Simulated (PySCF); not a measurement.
# Excitation energy of Pd⁺ by level of theory

Pd⁺ [Kr] 4d9 (2D) → Pd⁺ [Kr] 4d8 5p1 (high-spin determinant), as a difference of total energies. All numbers are calculated (PySCF 2.14, scalar relativity by spin-free X2C-1e, in ANO-RCC-VTZP (7s6p4d2f1g, 68 functions)). Correlated levels: valence: [Kr] frozen. The calculations carry no spin-orbit coupling.

```csv
method,excitation energy (cm⁻¹)
UHF,60692
MP2 (valence),71359
SCS-MP2 (valence),71638
CCSD (valence),68937
CCSD(T) (valence),69343
```

A first-order spin-orbit estimate (lowest level to lowest level, LS coupling) adds -0.006 eV.

The basis was made for the ground configuration and has no added diffuse functions, so the excitation energy can come out too high.

The determinant of the upper state mixes LS terms, which raises its energy above the lowest term, most at the Hartree-Fock and MP2 levels.
